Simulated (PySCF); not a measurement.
**Electric properties by functional and basis**

Compound: C₂H₄BFO₂.
SMILES: `C=C(F)B(O)O`

PySCF, dipoles from the SCF density, polarisabilities from static response with core orbitals frozen. Geometry: PBE0-D3(BJ)/def2-SVP, one conformer, isolated molecule.

The anisotropy is √(½[(α1 − α2)² + (α2 − α3)² + (α3 − α1)²]).

| level | μ (D) | α (Å³) | anisotropy (Å³) |
| --- | --- | --- | --- |
| LDA/def2-SVPD | 3.437 | 7.55 | 4.02 |
| PBE/def2-SVPD | 3.343 | 7.51 | 4.02 |
| B3LYP/def2-SVPD | 3.449 | 7.22 | 3.83 |
| PBE0/def2-SVPD | 3.448 | 7.12 | 3.77 |
| BHandHLYP/def2-SVPD | 3.552 | 6.88 | 3.64 |
| CAM-B3LYP/def2-SVPD | 3.534 | 7.10 | 3.71 |
| wB97X-D/def2-SVPD | 3.503 | 7.09 | 3.63 |
| LC-wPBE/def2-SVPD | 3.572 | 6.95 | 3.58 |
| HF/def2-SVPD | 3.658 | 6.57 | 3.49 |
| PBE0/6-31G* | 3.675 | 5.57 | 4.62 |
| PBE0/def2-SVP | 3.743 | 5.71 | 4.32 |
| PBE0/6-31+G* | 3.739 | 6.63 | 3.92 |
| PBE0/aug-cc-pVDZ | 3.388 | 7.25 | 3.79 |
| PBE0/def2-TZVP | 3.491 | 6.72 | 3.96 |
| PBE0/def2-TZVPD | 3.375 | 7.27 | 3.76 |

The dipole runs from 3.34 D (PBE/def2-SVPD) to 3.74 D (PBE0/def2-SVP). No reference polarisability is at hand; against PBE0 in the largest diffuse basis at hand (def2-TZVPD) the other PBE0 rows deviate by 6-31G* -23%, def2-SVP -21%, 6-31+G* -9%, def2-SVPD -2%, aug-cc-pVDZ 0%, def2-TZVP -7%. In one basis (def2-SVPD) the functionals order the polarisability from HF (lowest) to LDA (highest), a spread of 15%. With PBE0 the polarisability is 6.00 Å³ without diffuse functions (mean of 6-31G*, def2-SVP and def2-TZVP) and 7.07 Å³ with them (mean of 6-31+G*, def2-SVPD, aug-cc-pVDZ and def2-TZVPD).
